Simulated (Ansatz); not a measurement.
Isolated molecules relaxed with PBE0-D4/def2-TZVP in Ansatz; ΔE leaves out vibrations. CCSD(T)/CBS is the MP2 limit (def2-TZVPP, def2-QZVPP) plus CCSD(T) − MP2 in def2-TZVPP, frozen cores. This one scheme is used for every species. For Ge outer-core shells are correlated without core-valence functions, which leaves a few kJ/mol of doubt a bond. Scalar relativity is left out up to krypton. One conformer a species, not always the lowest.

Consider the formal exchange of groups at the Si–Cl bond: `F[SiH](Cl)[GeH3]` + `C=C` → `C=C[SiH](F)[GeH3]` + HCl.

`F[SiH](Cl)[GeH3]`:

Z-matrix (Å, degrees):
```
Si
Cl 1 2.047
Ge 1 2.376 2 109.5
F 1 1.596 2 107.9 3 119.2
H 1 1.481 2 107.4 3 -125.5
H 3 1.536 1 110.2 2 178.2
H 3 1.536 1 108.9 2 -62.2
H 3 1.534 1 109.6 2 57.5
```

`C=C`:

Z-matrix (Å, degrees):
```
C
C 1 1.323
H 1 1.085 2 121.7
H 1 1.085 2 121.7 3 -180.0
H 2 1.085 1 121.7 3 -0.0
H 2 1.085 1 121.7 3 -180.0
```

`C=C[SiH](F)[GeH3]`:

Z-matrix (Å, degrees):
```
Si
C 1 1.850
Ge 1 2.383 2 111.6
F 1 1.608 2 110.1 3 -119.4
H 1 1.487 2 108.2 3 122.9
C 2 1.331 1 121.6 3 -117.0
H 2 1.089 1 119.8 3 59.8
H 3 1.537 1 111.5 2 -175.0
H 3 1.538 1 110.8 2 -54.2
H 3 1.539 1 109.6 2 65.0
H 6 1.087 2 122.3 1 176.8
H 6 1.087 2 121.6 1 -3.2
```

HCl:

Z-matrix (Å, degrees):
```
Cl
H 1 1.279
```

```tsv
species	CCSD(T)/CBS(def2) energy (Eh)
`F[SiH](Cl)[GeH3]`	-2927.27769
`C=C`	-78.48111
`C=C[SiH](F)[GeH3]`	-2545.34095
HCl	-460.38127
```

**Question.** Work out ΔE.

**Answer.** ΔE = (-2545.34095) + (-460.38127) − (-2927.27769) − (-78.48111) = 0.03658 Eh = +1.00 eV.

Largest T1 diagnostic among the species: 0.012.

Leaving LDA and LC-ωPBE aside and taking each functional with its dispersion term where it has one, the values, not all of them listed here, spread over 0.09 eV, from revPBE-D4 to BHLYP-D4. LDA lies −0.05 eV from PBE without D4. At CCSD(T), def2-SVP lies −0.06 eV from the extrapolated value and def2-TZVPP −0.04 eV. In def2-TZVPP, CCSD(T) changes the Hartree–Fock value by −0.15 eV (the triples alone add −0.02 eV) and MP2 by −0.12 eV.
